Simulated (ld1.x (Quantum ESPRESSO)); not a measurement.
**Plane-wave convergence, TM potential for Sm (Z = 62)**

Sm (Z = 62), norm-conserving Troullier–Martins (Kleinman–Bylander form), made with ld1.x (Quantum ESPRESSO) 7.5 (PBE, scalar-relativistic). Core [Kr] 4d10, reference 4f6 5s2 5p6 5d0 6s2 6p0. Waves: 5s (bound): rc 2.20 bohr; 5p (bound): rc 2.35 bohr; 5d (bound, empty): rc 3.30 bohr; 4f (bound): rc 0.90 bohr. Local part: all-electron potential smoothed inside 2.30 bohr (lloc = -1). Core correction: a·sin(br)/r model core, default radius (core density twice the valence density).

Occupied shells without a wave of their own: 6s. They enter only through the test configuration that unscreens the potential, and ld1.x also counts them in the model core charge.

The pseudo-atom Hamiltonian at the reference potential is diagonalised in spherical Bessel functions j_l(qr) that vanish at 20 bohr, with q² up to the cutoff. All-electron valence levels (Ry): 5s -3.1802, 6s -0.2633, 5p -1.7074, 6p -0.0888, 5d -0.1236, 4f -0.1815.

Task: How do the lowest levels (Ry) of each channel move with the cutoff, and are there ghosts?

Result:

```
cutoff (Ry)     s #1     s #2    s #3     p #1     p #2    p #3     d #1    d #2     f #1  Σ f·Δε (mRy)
          8  -3.1202  -0.2549  0.0027  -1.6629  -0.0847  0.0482  -0.1026  0.0492   0.0911        2032.4
         15  -3.1694  -0.2593  0.0020  -1.7048  -0.0879  0.0469  -0.1233  0.0466   0.0911        1673.9
         25  -3.1777  -0.2602  0.0018  -1.7072  -0.0881  0.0469  -0.1236  0.0466   0.0911        1640.8
         35  -3.1797  -0.2606  0.0017  -1.7074  -0.0881  0.0469  -0.1236  0.0466   0.0911        1635.0
         50  -3.1802  -0.2607  0.0017  -1.7074  -0.0881  0.0469  -0.1236  0.0466   0.0911        1633.6
         70  -3.1802  -0.2607  0.0017  -1.7074  -0.0881  0.0469  -0.1236  0.0466   0.0911        1633.4
        100  -3.1802  -0.2607  0.0017  -1.7074  -0.0881  0.0469  -0.1236  0.0466   0.0911        1633.4
        140  -3.1802  -0.2607  0.0017  -1.7074  -0.0881  0.0469  -0.1236  0.0466   0.0911        1633.3
        180  -3.1802  -0.2607  0.0017  -1.7074  -0.0881  0.0469  -0.1236  0.0466   0.0910        1632.7
        260  -3.1802  -0.2607  0.0017  -1.7074  -0.0881  0.0469  -0.1236  0.0466  -0.1270         325.0
        400  -3.1802  -0.2607  0.0017  -1.7074  -0.0881  0.0469  -0.1236  0.0466  -0.1811           0.0
```

Result: no extra level below or beside the all-electron valence levels (s, p, d, f tested); 10 mRy is reached at over 300 Ry and 1 mRy at over 300 Ry.

ld1.x takes every shell without a wave as core, so the model core holds the 6s electrons as well and exchange and correlation see them twice. This cancels in the reference configuration, but the file is broken for other ones, and its errors say nothing about a proper core correction. Its largest configuration-test error is -668 meV.
